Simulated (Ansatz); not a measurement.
OSe, SMILES O=[Se] (connectivity only; charge and spin as stated), neutral, multiplicity 3.

The structure is a stationary point at PBE0-D3(BJ)/def2-TZVP.

Two levels are set side by side: PBE/def2-TZVPD (Ansatz, an electronic-structure program) and ωB97X-V/def2-TZVPD (Ansatz). Energy differences of separate SCF runs at the same geometry; the states with an electron removed or added have multiplicity 2 and 2. Differences are taken from unrounded values.

| quantity | ωB97X-V |
|---|---|
| vertical ionisation energy (eV) | 10.31 |
| vertical electron affinity (eV) | 1.30 |

What does PBE give, and how far is it from ωB97X-V? (An estimate is asked for; the answer gives what the named calculation found.)


```csv
quantity,PBE,PBE minus ωB97X-V
vertical ionisation energy (eV),10.06,-0.25
vertical electron affinity (eV),1.18,-0.13
```
